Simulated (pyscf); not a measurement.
**`[SiH3][SbH2]`, singlet**

Gas-phase minimum from PySCF at ωB97X-D3(BJ)/def2-SVP, one conformer. 

SMILES: [SbH2][SiH3]
```xyz
7

Si     0.0434     1.3699    -0.7594
Sb    -1.9413    -0.1586    -1.2216
H      0.1703     1.5594     0.7154
H      1.3226     0.8195    -1.2913
H     -0.2148     2.6980    -1.3892
H     -1.4416    -0.3883    -2.8381
H     -1.0636    -1.5246    -0.6931
```
Charge 0, spin multiplicity 1.

Bonded distances (Å): Si1–Sb2 2.547, Si1–H3 1.492, Si1–H4 1.491, Si1–H5 1.492, Sb2–H6 1.707, Sb2–H7 1.708. Angles (°): Sb2–Si1–H3 108.8, Sb2–Si1–H4 112.5, Sb2–Si1–H5 108.8, H3–Si1–H4 109.1, H3–Si1–H5 108.6, H4–Si1–H5 109.1, Si1–Sb2–H6 91.4, Si1–Sb2–H7 91.3, H6–Sb2–H7 92.0.

Properties at ωB97X-D3(BJ)/def2-SVP:

- Harmonic wavenumbers, unscaled = 132, 338, 408, 427, 630, 659, 860, 895, 956, 959, 2008, 2011, 2243, 2252, 2258 cm⁻¹
- Zero-point energy = 24.4 kcal/mol
- Rotational symmetry number = 1
- Entropy of this conformer at 298 K and 1 atm, rigid rotor and harmonic oscillator, modes under 100 cm⁻¹ raised to 100 = 303.6 J/(mol K)
- Dipole moment = 0.05 D

Single-point totals, which compare only within one level (frozen core for MP2 and CC):

```json
[
 {"level": "ωB97X-D3(BJ)/def2-TZVP", "total energy (hartree)": "-532.86363"},
 {"level": "PBE/def2-TZVP", "total energy (hartree)": "-532.57670"},
 {"level": "r²SCAN/def2-TZVP", "total energy (hartree)": "-532.80712"},
 {"level": "B3LYP-D3(BJ)/def2-TZVP", "total energy (hartree)": "-532.86543"},
 {"level": "PBE0-D3(BJ)/def2-TZVP", "total energy (hartree)": "-532.62751"},
 {"level": "M06-2X/def2-TZVP", "total energy (hartree)": "-532.61972"},
 {"level": "ωB97M-D3(BJ)/def2-TZVP", "total energy (hartree)": "-532.83269"},
 {"level": "HF/def2-TZVPP", "total energy (hartree)": "-531.10017"},
 {"level": "MP2/def2-TZVPP", "total energy (hartree)": "-531.59240"},
 {"level": "CCSD/def2-TZVPP", "total energy (hartree)": "-531.61959"},
 {"level": "CCSD(T)/def2-TZVPP", "total energy (hartree)": "-531.63489"}
]
```

Soft torsions are taken as harmonic, which can shift the entropy by several J/(mol K). The CCSD(T) − MP2 part came from Ansatz, without density fitting, on the same reference. The frozen core leaves the outer d or s,p core shells of the metals and heavy elements correlated in the MP2 and CC values, and def2-TZVPP describes them poorly, so these totals are far from the basis limit. Elements past Kr carry the def2 core potentials, without spin-orbit coupling.
